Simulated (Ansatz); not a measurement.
`N#Cc1ccccc1C#N` and `N#Cc1ccccc1` differ in one atom or group.

Ansatz, PBE0-D4/def2-TZVP geometries, multiplicity 1. 

```tsv
property	`N#Cc1ccccc1C#N`
LUMO energy (PBE/def2-TZVPP) / eV	-3.30
HOMO–LUMO gap (ωB97M-V/def2-TZVPP) / eV	9.83
size of the dipole moment (ωB97M-V/def2-TZVPP) / D	7.24
HOMO–LUMO gap (B3LYP/def2-TZVPP) / eV	5.44
ideal-gas entropy at 298 K and 1 bar (rigid rotor, harmonic PBE0-D4/def2-TZVP) / J/(mol·K)	362
size of the dipole moment (PBE/def2-TZVPP) / D	7.09
```

**Question.** What does the change do to each property? (Best estimate.)

**Answer.** The calculation gave: 
| property | `N#Cc1ccccc1` | shift |
| --- | --- | --- |
| LUMO energy (PBE/def2-TZVPP) / eV | -2.45 | 0.85 |
| HOMO–LUMO gap (ωB97M-V/def2-TZVPP) / eV | 10.28 | 0.45 |
| size of the dipole moment (ωB97M-V/def2-TZVPP) / D | 4.64 | -2.60 |
| HOMO–LUMO gap (B3LYP/def2-TZVPP) / eV | 5.84 | 0.40 |
| ideal-gas entropy at 298 K and 1 bar (rigid rotor, harmonic PBE0-D4/def2-TZVP) / J/(mol·K) | 323 | -39 |
| size of the dipole moment (PBE/def2-TZVPP) / D | 4.57 | -2.52 |

With PBE0 the HOMO rises by 0.50 eV and the LUMO rises by 0.92 eV, so the gap widens by about 0.42 eV. PBE moves the HOMO by 0.48 eV and ωB97M-V by 0.48 eV. The zero-point energy changes by 3.8 kJ/mol with -3 modes. Dipoles are sizes alone; their direction can turn.

B3LYP here is the variant with VWN-RPA as its local correlation; programs differ in this.

Positive LUMOs are unbound, so they and the gaps depend on the basis.
